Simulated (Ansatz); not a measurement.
C₄H₇FSi, SMILES C=C=C[Si@H](C)F.

Geometry optimised at PBE0-D3(BJ)/def2-SVP. The structure was generated by enumeration; whether it is a known compound was not checked. Other conformers were not sampled.

Two levels are set side by side: PBE/def2-SVPD (Ansatz, a quantum-chemistry and plane-wave program) and PBE0/def2-SVPD (Ansatz). Energy differences of separate SCF runs at the same geometry; the states with an electron removed or added have multiplicity 2 and 2. Differences are taken from unrounded values.

```tsv
quantity	PBE
vertical ionisation energy (eV)	9.50
vertical singlet–triplet gap (eV)	4.55
```

**Question.** These are the PBE values. What does PBE0 give? (An estimate is asked for; the answer gives what the named calculation found.)

**Answer.** 
| quantity | PBE0 | PBE minus PBE0 |
|---|---|---|
| vertical ionisation energy (eV) | 9.70 | -0.20 |
| vertical singlet–triplet gap (eV) | 4.46 | 0.10 |
